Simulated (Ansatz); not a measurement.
C6H12Sn (SMILES C=[CH][Sn]([CH3])([CH3])[CH]=C), singlet, at a GFN2-xTB geometry (such geometries of metal compounds can be far from the true shape) (all electrons, no relativity); SC-NEVPT2/STO-3G, CASSCF(6,4) run with Ansatz (a quantum-chemistry and plane-wave program).

Input for Ansatz:
Ansatz 0.2 input:
```yaml
crystal:
  periodic: [false, false, false]
  atoms:
    - {symbol: C, position_ang: [-2.20254188, -1.29124353, 1.63237471]}
    - {symbol: C, position_ang: [-1.29949612, -0.33033664, 1.61420857]}
    - {symbol: Sn, position_ang: [-0.05174806, 0.17048644, -0.09391211]}
    - {symbol: C, position_ang: [-0.49975449, 2.23176739, -0.71468892]}
    - {symbol: C, position_ang: [-0.45276151, -1.21237962, -1.75038687]}
    - {symbol: C, position_ang: [2.04045832, 0.05628863, 0.48371654]}
    - {symbol: C, position_ang: [2.94822026, -0.69072746, -0.11406556]}
    - {symbol: H, position_ang: [-2.80160244, -1.49626594, 2.50820864]}
    - {symbol: H, position_ang: [-2.39041445, -1.92072246, 0.77839114]}
    - {symbol: H, position_ang: [-1.15481914, 0.26846979, 2.50321803]}
    - {symbol: H, position_ang: [-1.54415371, 2.31756983, -0.99081212]}
    - {symbol: H, position_ang: [0.11024077, 2.50256954, -1.56849472]}
    - {symbol: H, position_ang: [-0.29699297, 2.92953244, 0.08933258]}
    - {symbol: H, position_ang: [-0.23697698, -2.23345067, -1.45773402]}
    - {symbol: H, position_ang: [0.16236552, -0.96094989, -2.60660917]}
    - {symbol: H, position_ang: [-1.49326455, -1.15057445, -2.04727574]}
    - {symbol: H, position_ang: [2.33764279, 0.66826699, 1.32451898]}
    - {symbol: H, position_ang: [2.71185251, -1.32123989, -0.95505978]}
    - {symbol: H, position_ang: [3.97877859, -0.70774001, 0.21097052]}
basis:
  gaussian:
    orbitals: STO-3G
magnetization: {spin_polarized: false}
correlation: {method: sc_nevpt2, electrons: all, active_space: {window: {electrons: 6, orbitals: 4}}}
```

The log (banner, timings and long lists left out):

```
Functional definition: HF
946 factors; integrals over basis functions are off by at most 3.9e-5 eV
mean field evaluation 1: about -168564.6642 eV, gradient 1.6e1 eV
mean field evaluation 2: about -168564.8315 eV, gradient 1.6e1 eV
mean field evaluation 4: about -168565.9241 eV, gradient 6.8e-1 eV
mean field evaluation 8: about -168565.9233 eV, gradient 1.4e-6 eV
mean field -168565.92326614 eV, -6194.6834219441 hartree, gradient 2.1e-6 eV, S^2 0.000000; 0 other end points of the search recorded, 0 dependent functions left out; unrestricted orbitals would lower it
reference -168565.92326614 eV, -6194.6834219441 hartree; 49, 49 occupied and 20, 20 virtual orbitals, 946 factors
state -168567.08972218 eV, -6194.7262884129 hartree
state -168567.08972218 eV, -6194.7262884129 hartree; corrected -168576.48239905 eV, -6195.0714629214 hartree
Total energy: -168576.48239905 eV, -6195.0714629214 hartree
```
